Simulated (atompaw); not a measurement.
# What one change does to a pseudopotential (lanthanum, PAW (atompaw))

atompaw 4.2.0.5 input, output lines left out:

```
La 57
GGA-PBE scalarrelativistic loggrid 2001 logderivrange -5 5 251
6 6 5 4 0 0
6 1 0
5 2 1
4 3 0
0 0 0
c
c
c
c
v
v
c
c
c
v
v
c
c
v
v
3
2.85 2.25 2.35 2.40
n
n
y
0.2
n
y
4.05
n
custom polynom2 7 10 vanderbiltortho sinc
bessel
2.45
2.85
2.25
2.85
2.85
2.85
1.25
1.25
```

Change: all radii scaled by about 1.15 (s 2.82, p 2.58, d 3.28, f 1.44 bohr); local potential bessel scheme, radius 2.70 bohr; augmentation sinc compensation charge, radius 2.58 bohr; PAW radius 3.28 bohr; waves and projectors: custom polynom2 7 10 vanderbiltortho; core correction smooth core density matched at 2.76 bohr.

Cutoffs: the cutoffs (Ry, on a coarse ladder) from which the occupation-weighted sum of valence levels, in a spherical-Bessel basis at the reference potential, stays within 10 and 1 mRy of its value at 400 Ry; they do not see the model core or the augmentation charge, which bear on the density cutoff.

Q: What does the change do?

A: The potential gets harder (21 Ry and 40 Ry → 35 Ry and 70 Ry); neither file shows a bound ghost.

| quantity | base | changed |
| --- | --- | --- |
| cutoff, loose | 21 Ry | 35 Ry |
| cutoff, tight | 40 Ry | 70 Ry |
| loose cutoff by channel (10 mRy a level) | s 10 Ry, p 10 Ry, d 12 Ry | s 8 Ry, p 18 Ry, d 8 Ry |
| bound ghosts | none | none |
| lowest overlap eigenvalue by channel | s 0.52, p 0.37, d 0.89, f 0.98 | s 0.57, p 0.63, d 0.90, f 0.98 |

Base: The cutoffs count occupied waves only; the empty 4f level needs over 300 Ry at the loose tolerance. Changed file: The cutoffs count occupied waves only; the empty 4f level needs 260 Ry at the loose tolerance. The cutoffs see the waves, projectors and local potential, not the compensation charge or the core.
